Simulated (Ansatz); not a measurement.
CHClNOSn, SMILES `O=C=[N][SnH][Cl]` radical at its PBE0-D4/def2-TZVP geometry, where that method's forces vanish. Total charge 0; spin multiplicity 2. Sn: def2 effective core potential.

```xyz
6

O    -1.5833    0.8965    2.1776
C    -0.7699    0.4053    1.5038
N     0.1184   -0.0991    0.8627
Sn    0.3312   -0.8768   -0.9956
Cl   -0.1179    0.9040   -2.4435
H     2.0216   -1.2298   -1.1050
```

Problem. What forces (eV/Å) does r2SCAN-D4/def2-TZVPP give on these atoms in Ansatz? (Best estimate.)

Solution. Ansatz gave: 
```
O1  -0.340  0.218  0.311
C2   0.030 -0.053 -0.116
N3   0.315 -0.102 -0.077
Sn4 -0.041 -0.176 -0.061
Cl5 -0.010  0.098 -0.064
H6   0.047  0.015  0.007
```
